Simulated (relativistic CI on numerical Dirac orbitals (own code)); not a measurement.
# Spin-allowed bands of a d7 ion in an octahedral site, by hand

Problem. Take Δ = 13600 cm⁻¹ and B = 800 cm⁻¹ for a high-spin d7 ion in an octahedral site. Calculate the three spin-allowed bands.

Working.
1. The terms of highest spin are 4F (energy 0) and 4P (15B = 12000 cm⁻¹). Here the F term splits into A2 at +1.2Δ = 16320, T2 at +0.2Δ = 2720 and T1 at −0.6Δ = -8160 cm⁻¹.
2. The two T1 states mix through the element 0.4Δ: H = [[-8160, 5440], [5440, 12000]], with roots ½(H₁₁ + H₂₂) ∓ ½√[(H₂₂ − H₁₁)² + 4H₁₂²] = ½(3840) ∓ ½(22909) = -9534 and 13374 cm⁻¹.
3. The ground term is 4T1 at -9534 cm⁻¹.
4. Bands: 4T2 12254 cm⁻¹ (816 nm), 4T1(P) 22909 cm⁻¹ (437 nm), 4A2 25854 cm⁻¹ (387 nm).

Check. Exact diagonalisation of the whole d7 shell with these parameters gives 4T2 12254, 4T1 22909, 4A2 25854 cm⁻¹. The match is exact, since without spin-orbit coupling no other term has this spin. The ratio of the second band to the first, 1.869, depends on Δ/B = 17.0 alone, which is how a Tanabe-Sugano diagram is read.
